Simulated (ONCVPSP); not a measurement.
# Te, ONCV: configuration errors across variants

* Element: Te
* Generator: ONCVPSP 4.0.1
* Type: optimised norm-conserving Vanderbilt (ONCV)
* Functional: LDA (Perdew-Wang 92)
* Relativity: non-relativistic
* Frozen core: [Ar] 3d10
* Valence charge: 24
* Reference configuration: 4s2 4p6 4d10 5s2 5p2 (charge +2)
* Partial waves: 4s+5s: rc 1.50 bohr, ncon 4, nbas 8, qcut 10 1/bohr, 3 projectors, debl 0.8 Ha; 4p+5p: rc 1.15 bohr, ncon 3, nbas 7, qcut 12.8 1/bohr, 2 projectors; 4d: rc 1.30 bohr, ncon 4, nbas 8, qcut 10.2 1/bohr, 1 projector
* Local potential: polynomial inside 0.95 bohr (lpopt 5, dvloc0 3 Ha)
* Core correction: polynomial model core, fcfact 0.2

In the s channel the program set the typed energies aside and used -6.283, -1.161, 0.250 Ha.

All-electron excitation energies from the reference (eV): (1) 4s2 4p6 4d10 5s2 5p4 -28.082; (2) 4s2 4p6 4d10 5s2 5p3 -18.138; (3) 4s2 4p6 4d10 5s2 5p1 27.114; (4) 4s2 4p6 4d10 5s2 5p3.5 -24.077.

Errors AE − PS in meV (a dash: test not solved or not reliable):

```tsv
change	(1)	(2)	(3)	(4)	bound ghosts	GHOST(+) flags above zero
base	+0.1	0.0	0.0	0.0	none	s
p: qcut 14.8	+0.1	0.0	+0.1	+0.1	none	s
d: ncon 3, nbas 7	0.0	0.0	0.0	0.0	none	s
all radii but the core radius scaled by about 1.33 (s 2.00, p 1.52, d 1.72 bohr); local potential polynomial inside 1.26 bohr (lpopt 5, dvloc0 3 Ha)	-0.5	-0.2	-0.5	-0.4	none	none
s: qcut 12; p: qcut 15.4; d: qcut 12.3	+0.2	+0.1	+0.1	+0.1	none	s
```

(1) Give the same row for: d: rc 1.8.

Answers

(1) -0.2, -0.1, -0.2, -0.1; bound ghosts: none; GHOST(+) flags above zero: s.
